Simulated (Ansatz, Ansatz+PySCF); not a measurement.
| atom | x (Å) | y (Å) | z (Å) |
| --- | --- | --- | --- |
| B | 0.0000 | 0.0000 | 0.0000 |
| H | 1.3031 | 0.0000 | 0.0000 |
| H | -0.6515 | 1.1285 | 0.0000 |
| H | -0.6515 | -1.1285 | 0.0000 |

Basis set: def2-SVP (spherical functions). Frozen core: 1 orbital. Charge 0, multiplicity 1.

Computed with Ansatz (development build ahead of 0.2.0); each method stands on the lowest determinant of its kind that the runs found. Restricted open shells among the atoms or ions are ROHF, correlated in semicanonical orbitals with singles.

The atomization energy at this shape (free ground-state atoms in the same class of orbitals less the molecule, no zero-point energy) of singlet BH3:

```
     method  atomization energy
RHF-CCSD(T)            11.43 eV
        RHF             9.84 eV
        UHF             9.76 eV
```

(1) What does RHF-MP2 give?

## Answers

(1) 11.33 eV. Caution: the shape is not the minimum.
